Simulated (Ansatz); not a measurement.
Ansatz (an electronic-structure program) input (B3LYP/6-31G*):

Ansatz 0.2 input:
```yaml
crystal:
  periodic: [false, false, false]
  atoms:
    - {symbol: F, position_ang: [2.64280329, 0.26181136, 0.14772096]}
    - {symbol: C, position_ang: [1.41559470, -0.28742034, 0.21215483]}
    - {symbol: C, position_ang: [0.31430802, 0.48226684, -0.12276239]}
    - {symbol: C, position_ang: [-0.97712726, 0.03141731, -0.09450099]}
    - {symbol: F, position_ang: [-2.03103032, 0.76868906, -0.41522618]}
    - {symbol: F, position_ang: [-1.32215781, -1.20248086, 0.25940386]}
    - {symbol: H, position_ang: [1.40915127, -1.32121599, 0.53317411]}
    - {symbol: H, position_ang: [0.46765954, 1.51145714, -0.42961049]}
basis:
  gaussian:
    orbitals: 6-31G*
hamiltonian:
  xc: {name: B3LYP}
magnetization: {spin_polarized: true, initial_magnetization: 1}
phonons: {temperatures: {t_min: 298.15, t_max: 298.15, t_step: 100}}
```

Output:

```
Functional definition: B3LYP
integrals: 0.04 GiB planned
974 factors; integrals over basis functions are off by at most 4.3e-4 eV
mean field: 0.56 GiB planned
mean field evaluation 1: about -11287.7649 eV, gradient 3.0e1 eV
mean field evaluation 2: about -11284.8008 eV, gradient 3.9e1 eV
mean field evaluation 4: about -11291.4526 eV, gradient 2.2e0 eV
mean field evaluation 8: about -11291.5139 eV, gradient 1.7e-1 eV
mean field evaluation 16: about -11291.5141 eV, gradient 6.8e-4 eV
mean field -11291.51413404 eV, -414.9554907627 hartree, gradient 2.4e-5 eV, S^2 0.776257; 0 other end points of the search recorded, 0 dependent functions left out
the calculation of the forces begins
reference -11291.51428187 eV, -414.9554961954 hartree; 24, 23 occupied and 70, 71 virtual orbitals, 974 factors
these checks for a lower state are left out or cut short: stability, starts, cluster_reference, orbital_swaps, neighbouring_geometries, increment
integrals: 0.04 GiB planned
974 factors; integrals over basis functions are off by at most 4.3e-4 eV
mean field: 0.56 GiB planned
mean field -11291.51409962 eV, -414.9554894978 hartree, gradient 2.3e-6 eV, S^2 0.776265; 0 other end points of the search recorded, 0 dependent functions left out
the calculation of the forces begins
reference -11291.51424744 eV, -414.9554949301 hartree; 24, 23 occupied and 70, 71 virtual orbitals, 974 factors
these checks for a lower state are left out or cut short: stability, starts, cluster_reference, orbital_swaps, neighbouring_geometries, increment
integrals: 0.04 GiB planned
974 factors; integrals over basis functions are off by at most 4.3e-4 eV
mean field: 0.56 GiB planned
mean field evaluation 32: about -11291.5141 eV, gradient 4.1e-5 eV
mean field -11291.51409753 eV, -414.9554894210 hartree, gradient 2.7e-6 eV, S^2 0.776249; 0 other end points of the search recorded, 0 dependent functions left out
the calculation of the forces begins
reference -11291.51424537 eV, -414.9554948541 hartree; 24, 23 occupied and 70, 71 virtual orbitals, 974 factors
these checks for a lower state are left out or cut short: stability, starts, cluster_reference, orbital_swaps, neighbouring_geometries, increment
integrals: 0.04 GiB planned
974 factors; integrals over basis functions are off by at most 4.3e-4 eV
mean field: 0.56 GiB planned
mean field -11291.51407545 eV, -414.9554886096 hartree, gradient 2.2e-6 eV, S^2 0.776263; 0 other end points of the search recorded, 0 dependent functions left out
the calculation of the forces begins
reference -11291.51422324 eV, -414.9554940408 hartree; 24, 23 occupied and 70, 71 virtual orbitals, 974 factors
these checks for a lower state are left out or cut short: stability, starts, cluster_reference, orbital_swaps, neighbouring_geometries, increment
integrals: 0.04 GiB planned
974 factors; integrals over basis functions are off by at most 4.3e-4 eV
mean field: 0.56 GiB planned
mean field -11291.51407530 eV, -414.9554886043 hartree, gradient 2.1e-6 eV, S^2 0.776251; 0 other end points of the search recorded, 0 dependent functions left out
the calculation of the forces begins
reference -11291.51422318 eV, -414.9554940385 hartree; 24, 23 occupied and 70, 71 virtual orbitals, 974 factors
these checks for a lower state are left out or cut short: stability, starts, cluster_reference, orbital_swaps, neighbouring_geometries, increment
integrals: 0.04 GiB planned
974 factors; integrals over basis functions are off by at most 4.3e-4 eV
mean field: 0.56 GiB planned
mean field -11291.51392411 eV, -414.9554830478 hartree, gradient 1.6e-6 eV, S^2 0.776190; 0 other end points of the search recorded, 0 dependent functions left out
the calculation of the forces begins
reference -11291.51407195 eV, -414.9554884811 hartree; 24, 23 occupied and 70, 71 virtual orbitals, 974 factors
these checks for a lower state are left out or cut short: stability, starts, cluster_reference, orbital_swaps, neighbouring_geometries, increment
integrals: 0.04 GiB planned
974 factors; integrals over basis functions are off by at most 4.3e-4 eV
mean field: 0.56 GiB planned
mean field -11291.51392596 eV, -414.9554831161 hartree, gradient 1.8e-6 eV, S^2 0.776322; 0 other end points of the search recorded, 0 dependent functions left out
the calculation of the forces begins
reference -11291.51407378 eV, -414.9554885482 hartree; 24, 23 occupied and 70, 71 virtual orbitals, 974 factors
these checks for a lower state are left out or cut short: stability, starts, cluster_reference, orbital_swaps, neighbouring_geometries, increment
integrals: 0.04 GiB planned
974 factors; integrals over basis functions are off by at most 4.3e-4 eV
mean field: 0.56 GiB planned
mean field evaluation 64: about -11291.5139 eV, gradient 1.2e-1 eV
[...]
the calculation of the forces begins
reference -11291.51423146 eV, -414.9554943429 hartree; 24, 23 occupied and 70, 71 virtual orbitals, 974 factors
these checks for a lower state are left out or cut short: stability, starts, cluster_reference, orbital_swaps, neighbouring_geometries, increment
integrals: 0.04 GiB planned
974 factors; integrals over basis functions are off by at most 4.3e-4 eV
mean field: 0.56 GiB planned
mean field -11291.51400650 eV, -414.9554860759 hartree, gradient 8.9e-7 eV, S^2 0.776219; 0 other end points of the search recorded, 0 dependent functions left out
the calculation of the forces begins
reference -11291.51415432 eV, -414.9554915081 hartree; 24, 23 occupied and 70, 71 virtual orbitals, 974 factors
these checks for a lower state are left out or cut short: stability, starts, cluster_reference, orbital_swaps, neighbouring_geometries, increment
integrals: 0.04 GiB planned
974 factors; integrals over basis functions are off by at most 4.3e-4 eV
mean field: 0.56 GiB planned
mean field evaluation 160: about -11291.4866 eV, gradient 1.6e-1 eV
mean field -11291.51400650 eV, -414.9554860756 hartree, gradient 8.7e-7 eV, S^2 0.776294; 0 other end points of the search recorded, 0 dependent functions left out
the calculation of the forces begins
reference -11291.51415434 eV, -414.9554915088 hartree; 24, 23 occupied and 70, 71 virtual orbitals, 974 factors
these checks for a lower state are left out or cut short: stability, starts, cluster_reference, orbital_swaps, neighbouring_geometries, increment
integrals: 0.04 GiB planned
974 factors; integrals over basis functions are off by at most 4.3e-4 eV
mean field: 0.56 GiB planned
mean field -11291.51411710 eV, -414.9554901402 hartree, gradient 1.8e-6 eV, S^2 0.776257; 0 other end points of the search recorded, 0 dependent functions left out
the calculation of the forces begins
reference -11291.51426492 eV, -414.9554955724 hartree; 24, 23 occupied and 70, 71 virtual orbitals, 974 factors
these checks for a lower state are left out or cut short: stability, starts, cluster_reference, orbital_swaps, neighbouring_geometries, increment
integrals: 0.04 GiB planned
974 factors; integrals over basis functions are off by at most 4.3e-4 eV
mean field: 0.56 GiB planned
mean field -11291.51411687 eV, -414.9554901320 hartree, gradient 2.2e-6 eV, S^2 0.776257; 0 other end points of the search recorded, 0 dependent functions left out
the calculation of the forces begins
reference -11291.51426472 eV, -414.9554955651 hartree; 24, 23 occupied and 70, 71 virtual orbitals, 974 factors
these checks for a lower state are left out or cut short: stability, starts, cluster_reference, orbital_swaps, neighbouring_geometries, increment
integrals: 0.04 GiB planned
974 factors; integrals over basis functions are off by at most 4.3e-4 eV
mean field: 0.56 GiB planned
mean field -11291.51402068 eV, -414.9554865969 hartree, gradient 1.6e-6 eV, S^2 0.776250; 0 other end points of the search recorded, 0 dependent functions left out
the calculation of the forces begins
reference -11291.51416848 eV, -414.9554920283 hartree; 24, 23 occupied and 70, 71 virtual orbitals, 974 factors
these checks for a lower state are left out or cut short: stability, starts, cluster_reference, orbital_swaps, neighbouring_geometries, increment
integrals: 0.04 GiB planned
974 factors; integrals over basis functions are off by at most 4.3e-4 eV
mean field: 0.56 GiB planned
mean field evaluation 192: about -11291.5140 eV, gradient 1.4e-6 eV
mean field -11291.51402106 eV, -414.9554866109 hartree, gradient 1.4e-6 eV, S^2 0.776264; 0 other end points of the search recorded, 0 dependent functions left out
the calculation of the forces begins
reference -11291.51416893 eV, -414.9554920449 hartree; 24, 23 occupied and 70, 71 virtual orbitals, 974 factors
these checks for a lower state are left out or cut short: stability, starts, cluster_reference, orbital_swaps, neighbouring_geometries, increment
integrals: 0.04 GiB planned
974 factors; integrals over basis functions are off by at most 4.3e-4 eV
mean field: 0.56 GiB planned
mean field -11291.51412214 eV, -414.9554903254 hartree, gradient 2.1e-6 eV, S^2 0.776256; 0 other end points of the search recorded, 0 dependent functions left out
the calculation of the forces begins
reference -11291.51426998 eV, -414.9554957584 hartree; 24, 23 occupied and 70, 71 virtual orbitals, 974 factors
these checks for a lower state are left out or cut short: stability, starts, cluster_reference, orbital_swaps, neighbouring_geometries, increment
integrals: 0.04 GiB planned
974 factors; integrals over basis functions are off by at most 4.3e-4 eV
mean field: 0.56 GiB planned
mean field -11291.51412370 eV, -414.9554903827 hartree, gradient 2.4e-6 eV, S^2 0.776257; 0 other end points of the search recorded, 0 dependent functions left out
the calculation of the forces begins
reference -11291.51427152 eV, -414.9554958151 hartree; 24, 23 occupied and 70, 71 virtual orbitals, 974 factors
these checks for a lower state are left out or cut short: stability, starts, cluster_reference, orbital_swaps, neighbouring_geometries, increment
integrals: 0.04 GiB planned
974 factors; integrals over basis functions are off by at most 4.3e-4 eV
mean field: 0.56 GiB planned
mean field -11291.51402491 eV, -414.9554867524 hartree, gradient 2.3e-6 eV, S^2 0.776257; 0 other end points of the search recorded, 0 dependent functions left out
the calculation of the forces begins
reference -11291.51417279 eV, -414.9554921867 hartree; 24, 23 occupied and 70, 71 virtual orbitals, 974 factors
these checks for a lower state are left out or cut short: stability, starts, cluster_reference, orbital_swaps, neighbouring_geometries, increment
integrals: 0.04 GiB planned
974 factors; integrals over basis functions are off by at most 4.2e-4 eV
mean field: 0.56 GiB planned
mean field -11291.51402377 eV, -414.9554867104 hartree, gradient 3.0e-6 eV, S^2 0.776257; 0 other end points of the search recorded, 0 dependent functions left out
the calculation of the forces begins
reference -11291.51417155 eV, -414.9554921414 hartree; 24, 23 occupied and 70, 71 virtual orbitals, 974 factors
these checks for a lower state are left out or cut short: stability, starts, cluster_reference, orbital_swaps, neighbouring_geometries, increment
integrals: 0.04 GiB planned
974 factors; integrals over basis functions are off by at most 4.3e-4 eV
mean field: 0.56 GiB planned
mean field evaluation 224: about -11291.5141 eV, gradient 1.5e-6 eV
mean field -11291.51412137 eV, -414.9554902972 hartree, gradient 1.5e-6 eV, S^2 0.776258; 0 other end points of the search recorded, 0 dependent functions left out
the calculation of the forces begins
reference -11291.51426921 eV, -414.9554957303 hartree; 24, 23 occupied and 70, 71 virtual orbitals, 974 factors
these checks for a lower state are left out or cut short: stability, starts, cluster_reference, orbital_swaps, neighbouring_geometries, increment
integrals: 0.04 GiB planned
974 factors; integrals over basis functions are off by at most 4.3e-4 eV
mean field: 0.56 GiB planned
mean field -11291.51412133 eV, -414.9554902957 hartree, gradient 1.7e-6 eV, S^2 0.776255; 0 other end points of the search recorded, 0 dependent functions left out
the calculation of the forces begins
reference -11291.51426915 eV, -414.9554957279 hartree; 24, 23 occupied and 70, 71 virtual orbitals, 974 factors
Total energy: -11291.51428187 eV, -414.9554961954 hartree
Atom 0 at     2.642803     0.261811     0.147721 Å, force    -0.000028     0.000396    -0.000126 eV/Å
Atom 1 at     1.415595    -0.287420     0.212155 Å, force     0.000836    -0.000519     0.000234 eV/Å
Atom 2 at     0.314308     0.482267    -0.122762 Å, force    -0.000379    -0.000108     0.000001 eV/Å
Atom 3 at    -0.977127     0.031417    -0.094501 Å, force    -0.000245    -0.000205     0.000043 eV/Å
Atom 4 at    -2.031030     0.768689    -0.415226 Å, force     0.000179     0.000046     0.000001 eV/Å
Atom 5 at    -1.322158    -1.202481     0.259404 Å, force     0.000055     0.000245    -0.000072 eV/Å
Atom 6 at     1.409151    -1.321216     0.533174 Å, force    -0.000438     0.000124    -0.000077 eV/Å
Atom 7 at     0.467660     1.511457    -0.429610 Å, force     0.000022     0.000021    -0.000005 eV/Å
Dipole moment:    -0.017106    -0.013778     0.002802 e Å
Vibrations: 163.93 173.49 195.50 335.74 389.79 478.02 575.55 598.53 864.11 923.75 1144.38 1207.44 1277.84 1372.17 1509.94 1605.54 3229.16 3252.83 cm⁻¹, zero-point energy 1.196307 eV
```

The blocks after the first are displaced geometries, from whose forces the wavenumbers follow.
